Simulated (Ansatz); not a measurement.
Geometry optimisation, RKS PBE0/6-31G* (Ansatz 0.2.0).

Input file:

```yaml
crystal:
  periodic: [false, false, false]
  atoms:
    - { symbol: Al, position_ang: [0.0, 0.0, 0.0] }
    - { symbol: H, position_ang: [0.0, 0.0, 1.91] }
    - { symbol: Cl, position_ang: [1.9312, 0.0, -1.115] }
    - { symbol: Cl, position_ang: [-1.9312, 0.0, -1.115] }
    - { symbol: "N", position_ang: [0.0928, -2.1047, 0.7] }
    - { symbol: H, position_ang: [-0.4256, -2.8627, 0.1705] }
    - { symbol: H, position_ang: [0.6555, -2.3517, 1.5637] }
    - { symbol: H, position_ang: [0.0453, -1.027, 1.8385] }
basis:
  gaussian: { orbitals: "6-31G*" }
hamiltonian:
  xc: pbe0
relax:
  f_tol: 0.15
  max_steps: 25
  restrain:
    - { distance: [0, 4], at: 3.12, k: 30.0 }
    - { distance: [7, 1], at: 1.86, k: 30.0 }
    - { distance: [0, 1], at: 1.56, k: 30.0 }
    - { distance: [7, 4], at: 1.06, k: 30.0 }
```

Run as:

```bash
$ ansatz run input.yaml --threads 1 --pin off --max-ram 2048MiB --backend cpu --events-out ev --progress --plain --runs-dir out
```

**Question.** Where does it end, and by what steps?

**Answer.** The run converged. The restraints hold the end off the free minimum; the threshold counts their pulls, which the force column leaves out. Restrained pairs: Al1–N5 (2.22 → 3.11 Å), H2–H8 (1.03 → 1.88 Å), Al1–H2 (1.91 → 1.56 Å), N5–H8 (1.57 → 1.04 Å). After 7 steps the energy has fallen by 2.807 eV (the restraints' own energy left out); N5 moved furthest, 0.80 Å.

```tsv
step	energy less start (eV)	largest force component (eV/Å)	accepted
0	0.0000	3.980	yes
1	0.2577	4.720	yes
2	-0.4567	5.104	yes
3	-1.6057	3.803	yes
4	-2.3923	1.821	yes
5	-2.7144	1.482	yes
6	-2.7844	1.041	yes
7	-2.8066	1.151	yes
```

```xyz
8
Properties=species:S:1:pos:R:3
Al 0.040 0.238 -0.066
H -0.093 0.316 1.490
Cl 1.896 0.369 -1.022
Cl -1.686 0.138 -1.247
N 0.025 -2.512 1.384
H -0.648 -2.768 0.666
H 0.974 -2.582 1.024
H -0.140 -1.546 1.725
```

Time of the run: 40 s on 1 thread of Arm Neoverse V1 (shared host), peak memory 0.16 GiB.
